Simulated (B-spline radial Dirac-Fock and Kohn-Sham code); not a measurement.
# Photoemission from Cu⁺ at 2860 eV, detector at θ = 54.7°, φ = 180°

System: copper as Cu⁺, configuration 1s2 2s2 2p6 3s2 3p6 3d10. Level of theory: Dirac-Hartree-Slater photoionisation with a Latter tail; cross sections with all multipoles, angular parameters from the dipole term and its interference with E2; an atomic code on a B-spline grid. Thresholds are orbital energies of the model. For linearly polarised light dσ/dΩ = σ/(4π) [1 + β P₂(cos θ) + (δ + γ cos²θ) sin θ cos φ], with θ from the polarisation vector and φ the angle between the beam and the projection of the electron momentum on the plane normal to the polarisation. The dipole factor is 1 + βP₂ and the non-dipole term is the rest of the bracket. Open shells are filled statistically over j.

```tsv
subshell	threshold (eV)	σ (kb)	β	γ	δ	dipole factor	non-dipole term	dσ/dΩ (kb/sr)
2s	1094.4	23.3	2.00	0.02	0.000	1.002	-0.007	1.85
2p1/2	966.8	19.1	1.38	0.63	0.045	1.001	-0.209	1.21
2p3/2	945.7	36.3	1.40	0.65	0.045	1.001	-0.213	2.27
3s	129.8	3.57	2.00	0.19	0.000	1.002	-0.052	0.270
3p1/2	89.09	2.11	1.33	0.71	0.041	1.001	-0.228	0.130
3p3/2	86.41	3.98	1.34	0.72	0.041	1.001	-0.231	0.244
3d3/2	18.77	0.288	0.73	0.79	0.178	1.001	-0.362	0.0146
3d5/2	18.46	0.415	0.72	0.79	0.181	1.001	-0.363	0.0211
```

Values without a named source are computed, but for edge energies of neutral atoms, which are taken from tables.
